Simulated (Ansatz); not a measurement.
Input for Ansatz (a first-principles code): U-CCSD(T)/def2-SVP on MgH, 2S+1 = 2, a point of a bond scan (R = 6.971 Å).

Ansatz 0.2 input:
```yaml
crystal:
  periodic: [false, false, false]
  atoms:
    - {symbol: Mg, position_ang: [-0.00000000, -0.00000000, -0.13405737]}
    - {symbol: H, position_ang: [0.00000000, 0.00000000, 6.83692583]}
basis:
  gaussian:
    orbitals: def2-SVP
magnetization: {spin_polarized: true, initial_magnetization: 1}
correlation: {method: ccsd_t, electrons: outside_noble_gas}
scf: {omitted_lower_state_checks: [cluster_reference]}
```

Output:

```
Functional definition: HF
[...]
these checks for a lower state are left out or cut short: cluster_reference
integrals: 0.00 GiB planned
195 factors; integrals over basis functions are off by at most 4.1e-5 eV
mean field: 0.04 GiB planned
mean field evaluation 1: about -5443.0362 eV, gradient 3.3e0 eV
mean field evaluation 2: about -5443.0362 eV, gradient 3.3e0 eV
mean field evaluation 4: about -5443.2042 eV, gradient 1.2e-1 eV
mean field evaluation 8: about -5443.2049 eV, gradient 2.5e-6 eV
mean field evaluation 16: about -5443.1755 eV, gradient 3.2e-1 eV
mean field -5443.20488371 eV, -200.0340899396 hartree, gradient 2.5e-6 eV, S^2 0.750000; 2 other end points of the search recorded, 0 dependent functions left out
5 core orbitals not correlated
reference -5443.20488371 eV, -200.0340899396 hartree; 2, 1 occupied and 16, 17 virtual orbitals, 195 factors
second order -0.54716340 eV of doubles, -0.00000000 eV of singles
coupled cluster: 0.04 GiB planned
cycle   1  -0.73029934 eV  change   -1.8e-1 eV  update   6.3e-2
cycle   2  -0.85738320 eV  change   -1.3e-1 eV  update   3.1e-2
cycle   3  -0.86821969 eV  change   -1.1e-2 eV  update   5.9e-3
cycle   4  -0.87018987 eV  change   -2.0e-3 eV  update   6.7e-4
cycle   5  -0.86895235 eV  change    1.2e-3 eV  update   1.8e-4
cycle   6  -0.86931553 eV  change   -3.6e-4 eV  update   9.1e-5
cycle   7  -0.86939527 eV  change   -8.0e-5 eV  update   1.3e-5
cycle   8  -0.86938283 eV  change    1.2e-5 eV  update   4.9e-6
cycle   9  -0.86935686 eV  change    2.6e-5 eV  update   2.3e-6
cycle  10  -0.86937247 eV  change   -1.6e-5 eV  update   3.4e-6
cycle  11  -0.86937265 eV  change   -1.7e-7 eV  update   2.3e-7
perturbative correction -0.00000417 eV, -0.0000001532 hartree
Total energy: -5444.07426053 eV, -200.0660389483 hartree
Checks for a lower state left out: cluster_reference
```

The calculation finished and met its thresholds.

Cost: roughly 0.4 core-seconds.
